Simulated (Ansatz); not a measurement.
```yaml
crystal:
  periodic: [false, false, false]
  atoms:
    - {symbol: N, position_ang: [-0.284655, 0.953714, -0.109776]}
    - {symbol: B, position_ang: [0.381740, -0.267672, 0.058691]}
    - {symbol: O, position_ang: [1.728516, -0.394100, 0.242956]}
    - {symbol: Te, position_ang: [-0.685665, -2.178689, 0.046846]}
    - {symbol: H, position_ang: [0.182431, 1.845335, -0.108169]}
    - {symbol: H, position_ang: [-1.276758, 1.017693, -0.243757]}
    - {symbol: H, position_ang: [-2.115209, -1.469328, -0.192971]}
    - {symbol: H, position_ang: [-2.165209, -1.469328, -0.192971]}
basis:
  gaussian: {orbitals: def2-mTZVPP}
hamiltonian: {xc: {name: PBE0}, dispersion: d3bj}
accuracy: high
```

```sh
$ ansatz run in.yaml --threads 2 --pin off --events-out ev --progress --plain --max-ram 4352MiB
```

Output, abridged:

```
Functional definition: PBE0
2523 factors; integrals over basis functions are off by at most 3.8e-9 eV
mean field evaluation 1: about -11307.2953 eV, gradient 8.3e1 eV
mean field evaluation 2: about -11081.8189 eV, gradient 2.3e2 eV
mean field evaluation 4: about -11315.4862 eV, gradient 5.6e1 eV
mean field evaluation 8: about -11321.7453 eV, gradient 5.4e-1 eV
mean field evaluation 16: about -11322.0562 eV, gradient 1.6e-3 eV
mean field -11322.05615372 eV, -416.0778892838 hartree, gradient 2.7e-8 eV, S^2 0.000000; 0 other end points of the search recorded, 0 dependent functions left out
reference -11322.05615639 eV, -416.0778893821 hartree; 24, 24 occupied and 99, 99 virtual orbitals, 2523 factors
Total energy: -11322.20884273 eV, -416.0835005014 hartree
```

(1) What is wrong with this run?

Answers

(1) One atom was put on top of another. Self-consistency was reached. The result belongs to that input, not to the molecule as meant.
